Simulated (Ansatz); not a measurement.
Job for Ansatz (a first-principles code): R-SVWN5/def2-TZVPP on F4Zr (SMILES [F][Zr]([F])([F])[F]), 2S+1 = 1, a spin state set in the input, which need not be the lowest. Elements past Kr take the def2 small-core potentials; no spin–orbit coupling.

Ansatz 0.2 input:
```yaml
crystal:
  periodic: [false, false, false]
  atoms:
    - {symbol: Zr, position_ang: [-0.01077737, 0.00590601, -0.01155624]}
    - {symbol: F, position_ang: [1.21642583, 0.90154163, -1.16224490]}
    - {symbol: F, position_ang: [0.94306767, -1.18361613, 1.13183684]}
    - {symbol: F, position_ang: [-1.25820161, -0.98328522, -1.05929880]}
    - {symbol: F, position_ang: [-0.94428566, 1.28910027, 1.04394887]}
basis:
  gaussian:
    orbitals: def2-TZVPP
hamiltonian:
  xc: {name: SVWN5}
```

The log:

```
WARN ansatz: RAYON_NUM_THREADS=6 ignored (pool sized by the plan → 6); use --threads N
Functional definition: SVWN5
integrals: 0.08 GiB planned
936 factors; their error is unknown
mean field: 0.61 GiB planned
mean field evaluation 1: about -12083.5127 eV, gradient 7.5e1 eV
mean field evaluation 2: about -11995.2673 eV, gradient 2.6e2 eV
mean field evaluation 4: about -12091.1631 eV, gradient 7.6e0 eV
mean field evaluation 8: about -12091.2766 eV, gradient 6.0e-2 eV
mean field -12091.27292191 eV, -444.3460841209 hartree, gradient 5.5e-5 eV, S^2 0.000000; 0 other end points of the search recorded, 0 dependent functions left out
reference -12091.27299822 eV, -444.3460869252 hartree; 24, 24 occupied and 156, 156 virtual orbitals, 936 factors
Total energy: -12091.27299822 eV, -444.3460869252 hartree
```

The calculation finished and met its thresholds.

Cost: about 3 core-seconds (a rough figure).
